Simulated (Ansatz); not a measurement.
Computed with Ansatz on PBE0-D4/def2-TZVP structures; ΔE is electronic, products minus reactants. CBS: MP2 limit from def2 TZ/QZ plus the TZ coupled-cluster correction, frozen cores. This one scheme is used for every species. Functionals use def2-TZVPP. HSE06 is defined as in plane-wave codes. For Ge outer-core shells are correlated without core-valence functions, which leaves a few kJ/mol of doubt a bond. Scalar relativity is left out up to krypton. Each species was taken in one conformer, which may not be the lowest.

Consider the cleavage of the B–Ge bond: `O[BH][GeH3]` + H–F → `OBF` + GeH₄.

Question: Is it downhill or uphill in electronic energy at CCSD(T)/CBS, and by how much? (Estimate.)

Answer: Ansatz gave: Downhill: ΔE = -1.66 eV.

Question: What do these levels give: revPBE-D4, BHLYP-D4, PBE, revPBE, r2SCAN0, HSE06, HF/def2-SVP, CCSD/def2-SVP, HF/def2-TZVPP, MP2/def2-TZVPP, CCSD(T)/def2-TZVPP, MP2/def2-QZVPP? (An estimate is asked.)

Answer: Ansatz gave: revPBE-D4 -1.61, BHLYP-D4 -1.86, PBE -1.67, revPBE -1.66, r2SCAN0 -1.81, HSE06 -1.71, HF/def2-SVP -2.17, CCSD/def2-SVP -2.02, HF/def2-TZVPP -2.03, MP2/def2-TZVPP -1.73, CCSD(T)/def2-TZVPP -1.72, MP2/def2-QZVPP -1.70 eV.

Question: What do rigid-rotor, harmonic-oscillator terms from PBE0-D4/def2-TZVP frequencies (298.15 K, 1 bar) make of the CCSD(T)/CBS value? (Best estimate.)

Answer: The calculation gave: ΔZPE = 0.00 eV, ΔH = -1.70 eV, ΔS = -13 J/(mol·K), ΔG = -1.66 eV.

Largest T1 diagnostic among the species: 0.013.

In def2-TZVPP, CCSD(T) changes the Hartree–Fock value by +0.31 eV (the triples alone add +0.03 eV) and MP2 by +0.30 eV. Leaving LDA and LC-ωPBE aside and taking each functional with its dispersion term where it has one, the values, not all of them listed here, spread over 0.27 eV, from B97M-V to revPBE-D4. LDA lies −0.05 eV from PBE without D4. From BLYP to BHLYP (50 % exact exchange), in def2-TZVPP and without D4, ΔE moves by −0.10 eV.
